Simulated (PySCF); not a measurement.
# Structure elucidation problem

Molecular formula: C₃H₁₅NSi₃. Simulated spectra:

$^{1}$H NMR (400 MHz, computed): δ 3.38 (s, 6H), 2.49 (s, 6H), 0.53 (s, 3H).

$^{13}$C{$^{1}$H} NMR (computed): δ 42.2 (CH3, 2C), 1.7 (CH3).

Calculated, not measured (PySCF 2.14): PBE0/pcSseg-1 with gauge-including orbitals, geometry: GFN2-xTB. Non-relativistic, rapidly exchanging positions averaged, one conformer, no solvent.

Scale: $^{1}$H (31.72 ppm), $^{13}$C (186.93 ppm) against TMS (reference shieldings calculated alike).

**Question.** Deduce the structure.

**Answer.** 
The formula gives 0 degrees of unsaturation. 2 carbon signals for 3 carbons: some carbons are equivalent by symmetry or fast rotation. Carbon types of the structure: 3 × CH3, leaving 6 H on heteroatoms. δC 42.2: methyl carbon bonded to N; pulled downfield by the heteroatom. δC 1.7: methyl carbon bonded to Si; an electropositive neighbour leaves it electron-rich and shielded. δH 3.38: hydrogen on a silicon bonded to Si. δH 2.49: hydrogen on a methyl carbon bonded to N; its carbon carries N, which withdraws density. δH 0.53: hydrogen on a methyl carbon bonded to Si; an electropositive neighbour shields it, as in TMS itself.

These data were computed for SMILES CN(C)[Si](C)([SiH3])[SiH3].

The shifts were computed for this structure.

Shifts are as computed. Against solution values, carbons near 30 ppm lie about +3 ppm off and those near 130 ppm about +5 ppm. Of 1309 compounds with measured shifts, 239 miss one by over three times the rms of a fit or turn the order of signals round; such compounds aren't used in these exercises. Multiplicities follow the n + 1 count of equivalent neighbours, as no J values were calculated; m marks all less simple cases, F and P coupling included.
